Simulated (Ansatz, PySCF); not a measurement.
Input for PySCF:
```python
from pyscf import gto, scf, cc

mol = gto.Mole()
mol.atom = '''
    C    -1.11122537   -0.17288140   -1.33380704
    C    -0.57010329   -0.16996179    0.11985602
    C    -1.33695232    0.85239256    0.95921364
    C    -0.66467270   -1.57567562    0.71383606
    C     0.85397347    0.24309092   -0.06574510
    O     1.12576377    1.48989089   -0.06054431
    O     1.72292858   -0.66688557   -0.27850548
    H    -0.58137629   -0.88998833   -1.95530409
    H    -2.15651977   -0.46659898   -1.29127586
    H    -1.05348344    0.81511820   -1.78298812
    H    -2.37751648    0.54998635    1.02278069
    H    -1.29552996    1.84341474    0.51740807
    H    -0.93703627    0.90152611    1.96819509
    H    -0.24418740   -1.60083190    1.71530987
    H    -1.70924784   -1.86359540    0.77886709
    H    -0.14692126   -2.30500824    0.09817355
    H     2.03860318    1.78475263   -0.24831249
    H     2.64755800   -0.41460576   -0.47057695
'''
mol.basis = 'sto-3g'
mol.charge = 1
mol.verbose = 4
mol.build()

mf = scf.RHF(mol)
mf.kernel()

mycc = cc.CCSD(mf, frozen=7)
mycc.kernel()
et = mycc.ccsd_t()
print('E(CCSD(T)) = %.10f' % (mycc.e_tot + et))
```

### Question
Write the same job for Ansatz (an electronic-structure program).

### Answer
Several could match; the one computed here: 
Ansatz 0.2 input:
```yaml
crystal:
  periodic: [false, false, false]
  atoms:
    - {symbol: C, position_ang: [-1.11122537, -0.17288140, -1.33380704]}
    - {symbol: C, position_ang: [-0.57010329, -0.16996179, 0.11985602]}
    - {symbol: C, position_ang: [-1.33695232, 0.85239256, 0.95921364]}
    - {symbol: C, position_ang: [-0.66467270, -1.57567562, 0.71383606]}
    - {symbol: C, position_ang: [0.85397347, 0.24309092, -0.06574510]}
    - {symbol: O, position_ang: [1.12576377, 1.48989089, -0.06054431]}
    - {symbol: O, position_ang: [1.72292858, -0.66688557, -0.27850548]}
    - {symbol: H, position_ang: [-0.58137629, -0.88998833, -1.95530409]}
    - {symbol: H, position_ang: [-2.15651977, -0.46659898, -1.29127586]}
    - {symbol: H, position_ang: [-1.05348344, 0.81511820, -1.78298812]}
    - {symbol: H, position_ang: [-2.37751648, 0.54998635, 1.02278069]}
    - {symbol: H, position_ang: [-1.29552996, 1.84341474, 0.51740807]}
    - {symbol: H, position_ang: [-0.93703627, 0.90152611, 1.96819509]}
    - {symbol: H, position_ang: [-0.24418740, -1.60083190, 1.71530987]}
    - {symbol: H, position_ang: [-1.70924784, -1.86359540, 0.77886709]}
    - {symbol: H, position_ang: [-0.14692126, -2.30500824, 0.09817355]}
    - {symbol: H, position_ang: [2.03860318, 1.78475263, -0.24831249]}
    - {symbol: H, position_ang: [2.64755800, -0.41460576, -0.47057695]}
basis:
  gaussian:
    orbitals: STO-3G
total_charge: 1
magnetization: {spin_polarized: false}
correlation: {method: ccsd_t, electrons: outside_noble_gas}
accuracy: high
```

Both were run: PySCF gave -341.392063 Eh and Ansatz -341.392063 Eh, 0.000 mEh apart.
